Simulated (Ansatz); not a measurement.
`S[Si]Br` + HBr → `Br[Si]Br` + H₂S at 298.15 K and 1 bar (ligand exchange at the Si–S bond).

Gas-phase electronic energies from Ansatz, PBE0-D4/def2-TZVP geometries. CCSD(T)/CBS is the MP2 limit (def2-TZVPP, def2-QZVPP) plus CCSD(T) − MP2 in def2-TZVPP, frozen cores. This one scheme is used for every species. For Br outer-core shells are correlated without core-valence functions, which leaves a few kJ/mol of doubt a bond. Scalar relativity is left out up to krypton. One conformer a species, not always the lowest.

```json
{"species": "`S[Si]Br`", "CCSD(T)/CBS energy (Eh)": "-3260.81547", "H − E (kJ/mol)": "43.4", "S (J/(mol·K))": "305.1"}
{"species": "HBr", "CCSD(T)/CBS energy (Eh)": "-2573.91920", "H − E (kJ/mol)": "24.6", "S (J/(mol·K))": "198.6"}
{"species": "`Br[Si]Br`", "CCSD(T)/CBS energy (Eh)": "-5435.76988", "H − E (kJ/mol)": "18.9", "S (J/(mol·K))": "305.4"}
{"species": "H₂S", "CCSD(T)/CBS energy (Eh)": "-398.97279", "H − E (kJ/mol)": "49.9", "S (J/(mol·K))": "205.7"}
```

H − E and S are ideal-gas, rigid-rotor, harmonic terms from PBE0-D4/def2-TZVP, for one conformer and one mirror image of each species. 1 Eh = 2625.50 kJ/mol, R = 8.31446 J/(mol·K).

Q: By hand: ΔE, ΔH, ΔS and ΔG.

A: ΔE = (-5435.76988) + (-398.97279) − (-3260.81547) − (-2573.91920) = -0.00800 Eh = -21.0 kJ/mol. Δ(H − E) = 18.9 + 49.9 − 43.4 − 24.6 = 0.8, so ΔH = -20.2 kJ/mol. ΔS = 305.4 + 205.7 − 305.1 − 198.6 = 7.4 J/(mol·K). ΔG = -20.2 − 298.15 × (7.4)/1000 = -22.4 kJ/mol.

Q: By hand: the equilibrium constant, and the temperature at which ΔG would vanish if ΔH and ΔS stayed fixed.

A: log₁₀ K = −ΔG/(RT ln 10) = 3.9. ΔH and −TΔS have one sign here, so there is no such temperature.

The number of gas molecules stays the same, so ΔS is small and ΔH decides. A doubt of 5 kJ/mol in ΔE shifts log₁₀ K by 0.9 here. Other conformers and mirror images would add mixing entropy, several J/(mol·K) or more a flexible species. These are equilibria of isolated gas molecules and say nothing of rates. Largest T1 diagnostic: 0.012 (customary marks: 0.02 for closed shells, 0.045 for open ones).

ΔS is within the doubt of such terms, so its sign, and with it that verdict, could turn.
